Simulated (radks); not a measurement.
Valence configurations of neutral hafnium (all share [Xe]). Calculated with a radial shooting solver on a logarithmic mesh with Libxc functionals: scalar-relativistic Kohn-Sham, PBE, spin-polarised, spherical densities, finite nucleus; open shells are filled with parallel spins first (spin-orbit coupling, left out, can overturn this in heavy ions); Fermi nuclear charge, rms radius 5.347 fm. Energies are relative to 4f14 5d2 6s2; eigenvalues in eV for spin up.

4f14 5d2 6s2: E (eV) 0.000; moment (Bohr magnetons) 2; e(4f) -16.745; e(5d) -3.095; e(6s) -5.427
4f14 5d2.5 6s1.5: E (eV) 0.668; moment (Bohr magnetons) 3; e(4f) -15.884; e(5d) -2.787; e(6s) -5.361
4f14 5d3 6s1: E (eV) 1.166; moment (Bohr magnetons) 4; e(4f) -15.071; e(5d) -2.490; e(6s) -5.262
4f14 5d2 6s1.5 6p0.5: E (eV) 1.405; moment (Bohr magnetons) 3; e(4f) -17.437; e(5d) -3.780; e(6p) -2.042; e(6s) -6.054
4f14 5d1 6s2 6p1: E (eV) 2.106; moment (Bohr magnetons) 2; e(4f) -20.226; e(5d) -5.267; e(6p) -2.568; e(6s) -6.891
4f14 5d2 6s1 6p1: E (eV) 2.619; moment (Bohr magnetons) 4; e(4f) -18.026; e(5d) -4.378; e(6p) -2.404; e(6s) -6.581
4f14 5d2 6p2: E (eV) 6.854; moment (Bohr magnetons) 4; e(4f) -19.400; e(5d) -5.394; e(6p) -2.995
4f13.5 5d2.5 6s2: E (eV) 7.492; moment (Bohr magnetons) 3; e(4f) -20.745; e(5d) -3.722; e(6s) -5.608
4f13 5d3 6s2: E (eV) 16.452; moment (Bohr magnetons) 4; e(4f) -24.890; e(5d) -4.348; e(6s) -5.760
4f13 5d2 6s2 6p1: E (eV) 19.919; moment (Bohr magnetons) 4; e(4f) -28.711; e(5d) -6.846; e(6p) -2.659; e(6s) -7.353

NIST lists [Xe] 4f14 5d2 6s2 as the ground configuration; this level of theory agrees among the configurations tried. The energies are those of spherical high-spin densities, not of single terms.
